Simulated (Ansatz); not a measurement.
Wavefunction ladder for C₃H₅OSb (`[SbH2][O]C1=CC1`)

```xyz
10

Sb   -1.530    1.759    1.071
O    -1.550   -0.100    0.340
C    -0.455   -0.644   -0.154
C     0.111   -1.639   -0.745
C     0.999   -0.457   -0.363
H    -0.073    1.579    1.954
H    -0.660    2.446   -0.236
H     0.107   -2.612   -1.202
H     1.692   -0.553    0.478
H     1.359    0.220   -1.142
```

The species carries charge 0 and has multiplicity 1. Correlated methods include outer-core shells of Sb, which these sets cover unevenly. Sb: def2 effective core potential. The structure was optimised at the PBE0-D4/def2-TZVP level. It is one conformer, not always the lowest. Frozen core, restricted reference, the Gaussian-basis code of Ansatz.

| basis | HF (Eh) | MP2 corr. | CCSD corr. | (T) | CCSD(T) total |
| --- | --- | --- | --- | --- | --- |
| def2-SVP | -430.35954 | -0.70104 | -0.74234 | -0.02678 | -431.12866 |
| def2-TZVPP | -430.59554 | -1.06588 | -1.08109 | -0.04534 | -431.72197 |
| def2-QZVPP | -430.60675 | -1.35377 | – | – | – |
